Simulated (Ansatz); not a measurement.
Reaction (ligand exchange at the Si–F bond): `FC[SiH2]F` + HI → `FC[SiH2]I` + H–F

Gas-phase electronic energies from Ansatz, PBE0-D4/def2-TZVP geometries. CCSD(T)/CBS is the MP2 limit (def2-TZVPP, def2-QZVPP) plus CCSD(T) − MP2 in def2-TZVPP, frozen cores. This one scheme is used for every species. def2 core potentials past Kr. For I outer-core shells are correlated without core-valence functions, which leaves a few kJ/mol of doubt a bond. One conformer a species, not always the lowest.

```tsv
species	SCS-MP2/def2-TZVPP energy (Eh)
`FC[SiH2]F`	-528.96443
HI	-297.69398
`FC[SiH2]I`	-726.30923
H–F	-100.33020
```

Question: Work out ΔE.

Answer: ΔE = (-726.30923) + (-100.33020) − (-528.96443) − (-297.69398) = 0.01898 Eh = +49.8 kJ/mol. CCSD(T)/CBS gives +40.4 kJ/mol.

Largest T1 diagnostic among the species: 0.011.

In def2-TZVPP, CCSD(T) changes the Hartree–Fock value by −17.1 kJ/mol (the triples alone add −3.6 kJ/mol) and MP2 by −26.3 kJ/mol. The D4 term adds −8.8 kJ/mol with B3LYP and −4.8 kJ/mol with PBE0; it sums over pairs of atoms, weighted by their polarisabilities, and B3LYP, whose exchange is more repulsive, gets the larger term.

B3LYP here is the variant with VWN-RPA as its local correlation; programs differ in this.
